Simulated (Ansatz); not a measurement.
Stepwise reaction of `CB(C)O` with water, as a gas-phase model of exchange steps in deposition or etching. ΔE in kJ/mol.

Isolated molecules relaxed with PBE0-D4/def2-TZVP in Ansatz; ΔE leaves out vibrations. CCSD(T)/CBS adds triple-zeta CCSD(T) − MP2 to the extrapolated MP2 energy (def2 sets, frozen cores). This one scheme is used for every species. Functionals use def2-TZVPP. B3LYP here is the variant with VWN-RPA as its local correlation; programs differ in this. Each species was taken in one conformer, which may not be the lowest.

```
step                         reaction  PBE-D4  B3LYP-D4  ωB97M-V  CCSD(T)/CBS
   1  `CB(C)O` + H₂O → `CB(O)O` + CH₄  -120.5    -128.1   -125.1       -120.5
```

Task: Give the row of step 2, `CB(O)O` + H₂O → `OB(O)O` + CH₄. (Estimate.)

Result: Computed: 
```
step                         reaction  PBE-D4  B3LYP-D4  ωB97M-V  CCSD(T)/CBS
   2  `CB(O)O` + H₂O → `OB(O)O` + CH₄  -129.2    -138.6   -136.3       -131.6
```

Task: By hand: ΔE of the 2 steps together at CCSD(T)/CBS.

Result: (-120.5) + (-131.6) = -252.1 kJ/mol, or -126.0 kJ/mol a step.

In ΔE each step is lower than the one before. All are downhill at CCSD(T)/CBS. PBE-D4 differs from CCSD(T)/CBS by 0.0 to 2.4 kJ/mol a step. Isolated molecules leave out the surface, adducts and barriers. Largest T1 diagnostic: 0.012.
